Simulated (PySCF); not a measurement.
BClGeH4O, SMILES O[B](Cl)[GeH3]. Atoms are numbered in the order given.

```xyz
8

B      0.4612     0.6861     0.0000
Cl    -0.7763     1.9777     0.0000
Ge    -0.1331    -1.3020     0.0000
H     -1.0079    -1.6016    -1.2474
H     -1.0079    -1.6016     1.2474
H      1.0688    -2.2827     0.0000
O      1.7724     1.0144     0.0000
H      1.9161     1.9832     0.0000
```

The structure is a stationary point at PBE-D3(BJ)/def2-SVP. One conformer was computed; it need not be the lowest.

Two levels are set side by side: PBE/pcSseg-1 (PySCF) and PBE0/pcSseg-1 (PySCF). GIAO shifts against BF3 (¹¹B), GeH4 (⁷³Ge), H2O (¹⁷O), HCl (³⁵Cl), TMS (¹H) at the same level; non-relativistic, no solvent, atoms listed together averaged. Without spin–orbit terms, shifts of atoms bonded to Cl or Br come out too high at both levels. Differences are taken from unrounded values.

| quantity | PBE0 |
|---|---|
| δ(¹¹B) of B1 (ppm) | 38.1 |
| δ(³⁵Cl) of Cl2 (ppm) | 254.5 |
| δ(⁷³Ge) of Ge3 (ppm) | -6.6 |
| δ(¹H) of H4, H5, H6 (ppm) | 4.08 |
| δ(¹⁷O) of O7 (ppm) | 222.0 |
| δ(¹H) of H8 (ppm) | 6.74 |

Task: What does PBE give, and how far is it from PBE0? (Estimate from the structure and the level; the computed values follow.)

Result: 
```
quantity                     PBE  PBE minus PBE0
-------------------------  -----  --------------
δ(¹¹B) of B1 (ppm)          37.3            -0.7
δ(³⁵Cl) of Cl2 (ppm)       281.5            27.0
δ(⁷³Ge) of Ge3 (ppm)        -4.3             2.3
δ(¹H) of H4, H5, H6 (ppm)   4.09            0.01
δ(¹⁷O) of O7 (ppm)         235.5            13.5
δ(¹H) of H8 (ppm)           6.89            0.15
```

Rough cost on one machine, each run with all the roots and properties that it gave: PBE0 against PBE within a factor of 2.
